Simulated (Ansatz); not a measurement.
Mo2(NH2)6 (Mo₂N₆H₁₂) was relaxed with PBE-D4 (def2-SVP, def2-SVPD) in Ansatz in these states: charge +1 doublet, charge -1 doublet. The geometries follow in no particular order.

In the def2 sets Mo takes a core potential; there is no spin–orbit coupling.

A:

```csv
atom,x (Å),y (Å),z (Å)
Mo1,0.272,-0.867,-0.657
N2,0.909,0.132,-2.242
N3,-1.502,-1.737,-0.775
N4,1.635,-1.717,0.499
Mo5,-0.272,0.867,0.657
N6,-0.842,2.149,-0.739
N7,1.485,1.169,1.516
N8,-1.684,0.003,1.741
H9,1.295,-0.366,-3.047
H10,1.048,1.142,-2.316
H11,-1.636,-2.563,-1.361
H12,-2.390,-1.369,-0.426
H13,2.073,-2.597,0.221
H14,1.871,-1.459,1.459
H15,-0.958,1.958,-1.736
H16,-1.216,3.064,-0.479
H17,2.370,0.716,1.278
H18,1.618,1.949,2.163
H19,-1.941,-0.986,1.738
H20,-2.134,0.511,2.505
```

B:

Cartesian coordinates in Å:
```
Mo -0.0476 0.9640 -0.6406
N -0.0110 2.3678 0.6713
N -1.7221 0.8295 -1.6307
N 1.5272 0.7628 -1.7342
Mo 0.0375 -0.9694 0.6283
N -0.7599 -0.3681 2.2785
N 1.9108 -1.3966 0.6893
N -1.0479 -2.2539 -0.3557
H 0.0965 3.3498 0.3744
H 0.2078 2.2944 1.6745
H -1.9079 0.1265 -2.3583
H -2.4540 1.5521 -1.6391
H 1.7864 1.4954 -2.4113
H 2.2235 0.0089 -1.7573
H -1.1293 0.5541 2.5364
H -0.8594 -1.0154 3.0741
H 2.7081 -0.8037 0.4205
H 2.2471 -2.1501 1.3085
H -0.7509 -3.2084 -0.5985
H -2.0551 -2.1396 -0.5301
```

**Question.** Judge from the bond lengths which geometry belongs to which state (an estimate).

**Answer.** A is the charge -1 doublet (Mo1–Mo5 2.242 Å, Mo1–N2 1.979 Å, Mo5–N7 1.979 Å); B is the charge +1 doublet (Mo1–Mo5 2.314 Å, Mo1–N2 1.922 Å, Mo5–N7 1.922 Å).

At PBE-D4/def2-SVPD the highest occupied level of the relaxed charge -1 doublet lies above zero (up to 2.01 eV). It is a level of α spin, whose loss leaves a singlet; that state wasn't run at this geometry and level. The electron is either unbound and held by the finite basis, or the level is raised by self-interaction error.
